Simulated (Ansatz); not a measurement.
Calculated with Ansatz (gas phase, PBE0-D4/def2-TZVP geometries, no zero-point term in ΔE). CCSD(T)/CBS is the MP2 limit (def2-TZVPP, def2-QZVPP) plus CCSD(T) − MP2 in def2-TZVPP, frozen cores. This one scheme is used for every species. Functionals use def2-TZVPP. One conformer a species, not always the lowest.

`O[Si@H](Cl)[Si@H](F)Cl` + H₂ → `O[SiH2][SiH](F)Cl` + HCl  (hydrogenolysis of the Si–Cl bond)

```tsv
level	ΔE (kJ/mol)	difference from CCSD(T)/CBS
PBE-D4	90.3	2.0
r2SCAN-D4	94.3	6.0
PBE0-D4	88.3	0.0
ωB97X-V	86.7	-1.6
ωB97M-V	89.6	1.3
B2PLYP	85.2	-3.1
PBE	84.8	-3.5
r2SCAN	92.8	4.5
HF/def2-TZVPP	73.7	-14.6
CCSD/def2-TZVPP	79.0	-9.3
CCSD(T)/def2-TZVPP	83.0	-5.3
HF/def2-QZVPP	73.7	-14.6
MP2/def2-QZVPP	96.2	7.9
SCS-MP2/def2-QZVPP	89.6	1.3
MP2/CBS(def2)	98.5	10.2
CCSD/CBS(def2)	84.4	-3.9
CCSD(T)/CBS	88.3	0
```

Largest T1 diagnostic among the species: 0.012.

The D4 term adds +8.9 kJ/mol with B3LYP and +4.9 kJ/mol with PBE0; it sums over pairs of atoms, weighted by their polarisabilities, and B3LYP, whose exchange is more repulsive, gets the larger term. In def2-TZVPP, CCSD(T) changes the Hartree–Fock value by +9.3 kJ/mol (the triples alone add +3.9 kJ/mol) and MP2 by +19.5 kJ/mol.

B3LYP here is the variant with VWN-RPA as its local correlation; programs differ in this.
